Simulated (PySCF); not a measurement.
**Shifts of the heteroatoms**

Mapped SMILES: `[O:1]=[C:2]([Cl:3])[CH:4]=[C:5]([SiH3:6])[SiH3:7]` (H(Xn): hydrogen on atom n).

- shielding tensors at PBE0/pcSseg-1 (GIAO)
- coordinates at the GFN2-xTB level
- program: PySCF 2.14.0 with density-fitted response routines
- averaged over atoms made equivalent by symmetry, fast rotation or ring inversion, single conformer, in vacuum, relativity neglected

(1) Where does ²⁹Si resonate?

(2) Predict the ¹⁷O NMR data.

## Answers

(1) 
```json
{"atoms": "Si6", "environment": "silicon bonded to C, 3 H", "σ (ppm)": "411.4", "δ (ppm)": "-58.2"}
{"atoms": "Si7", "environment": "silicon bonded to C, 3 H", "σ (ppm)": "425.6", "δ (ppm)": "-69.8"}
```

Shieldings were converted by a linear fit to measured shifts: ²⁹Si: δ = 279.94 − 0.822σ (rms 8.9 ppm, 72 shifts, 25.8 ppm with the 6 outliers that the fit left out vs TMS, solution or neat liquid). A few per cent of atoms miss by over 2 rms, more outside the fitted compound classes.

On a 600 MHz spectrometer ²⁹Si resonates near 119.2 MHz, so 1 ppm is 119.2 Hz.

(2) 
| atoms | environment | σ (ppm) | δ (ppm) |
| --- | --- | --- | --- |
| O1 | carbonyl oxygen | -229.5 | 475.8 |

Shieldings were converted by a linear fit to measured shifts: ¹⁷O (scatter 10.7 ppm rms, 12.2 ppm with the 3 outliers that the fit left out vs liquid water, solution or neat liquid). A few per cent of atoms miss by over 2 rms, more outside the fitted compound classes.

On a 500 MHz spectrometer ¹⁷O resonates near 67.8 MHz, so 1 ppm is 67.8 Hz.
